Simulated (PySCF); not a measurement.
## Sound and unsound settings

Molecule: `F/C=C\C(F)=C(F)F`, C4H2F4; geometry GFN2-xTB.

Geometry:
```json
{"atom": "F1", "x (Å)": "1.860", "y (Å)": "-0.563", "z (Å)": "1.662"}
{"atom": "C2", "x (Å)": "1.787", "y (Å)": "0.126", "z (Å)": "0.529"}
{"atom": "C3", "x (Å)": "0.668", "y (Å)": "0.280", "z (Å)": "-0.176"}
{"atom": "C4", "x (Å)": "-0.630", "y (Å)": "-0.261", "z (Å)": "0.160"}
{"atom": "F5", "x (Å)": "-0.754", "y (Å)": "-0.990", "z (Å)": "1.280"}
{"atom": "C6", "x (Å)": "-1.723", "y (Å)": "-0.075", "z (Å)": "-0.590"}
{"atom": "F7", "x (Å)": "-1.717", "y (Å)": "0.628", "z (Å)": "-1.716"}
{"atom": "F8", "x (Å)": "-2.930", "y (Å)": "-0.545", "z (Å)": "-0.331"}
{"atom": "H9", "x (Å)": "2.740", "y (Å)": "0.547", "z (Å)": "0.245"}
{"atom": "H10", "x (Å)": "0.708", "y (Å)": "0.858", "z (Å)": "-1.085"}
```

All runs: PySCF 2.14, non-relativistic, gas phase unless a solvent (IEF-PCM) is named; grid level 2, GIAOs and SCF threshold 1e-9 unless changed. The yardstick, PBE0/pcSseg-1, gives these isotropic shieldings σ (ppm, equivalent atoms averaged): F8 276.8, F1 288.3, F7 291.4, F5 369.4, C6 20.3, C2 28.3, C3 83.1.

Question: What do these inputs give? (1) TPSS/pcSseg-1; aux cc-pvdz-ri; diis off; max_cycle 51; (2) PBE00/def2-SVP; max_cycle 51; scale 1.3; altered: scale 1.3

Answer: 
| run | outcome | functions | wall time | F8 | F1 | F7 | F5 | C6 | C2 | C3 |
| --- | --- | --- | --- | --- | --- | --- | --- | --- | --- | --- |
| 1 | not converged | 146 | 2.1 min | – | – | – | – | – | – | – |
| 2 | refused | – | 0.6 s | – | – | – | – | – | – | – |

Times are on shared hosts with different chips, so compare them loosely.

Question: Comment on the technical settings and failures.

Answer: 
- Run 1: The SCF stopped after 51 cycles without meeting its threshold, with DIIS switched off and the cycle limit at 51, so no response property followed.
- Run 2: The program stopped with: KeyError: "LibXCFunctional: name 'PBE00' not found." All coordinates were scaled by 1.3, as happens with a wrong length unit or a careless edit.

Runs 1, 2 were set up unsoundly or failed; their numbers aren't to be quoted as properties of the molecule.
